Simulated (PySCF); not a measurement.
Computed shifts of a molecule C2H7BrOSi, PBE/pcSseg-1 run with PySCF, GIAO, gas phase, equivalent atoms averaged, in ppm (number of nuclei): ²⁹Si: -9.0 (1). ¹³C: 66.4 (1), 21.5 (1). ¹H: 6.25 (1), 6.00 (1), 4.43 (1), 4.01 (1), 1.61 (3). References: ²⁹Si against TMS (σ = 335.4 ppm); ¹⁷O against H2O (σ = 334.3 ppm); ¹³C against TMS (σ = 182.0 ppm); ¹H against TMS (σ = 31.49 ppm), references at their B3LYP-D3(BJ)/def2-TZVP geometries, non-relativistic (without spin–orbit terms, shifts of atoms bonded to Cl or Br come out too high). Geometry optimised at PBE0-D3(BJ)/def2-SVP. The values are those of a single conformer.

**Question.** Identify the compound among the candidates.
A) CO[SiH](C)Br
B) CC[SiH](O)Br
C) CCO[SiH2]Br
D) C[Si](C)(O)Br

**Answer.** C, CCO[SiH2]Br
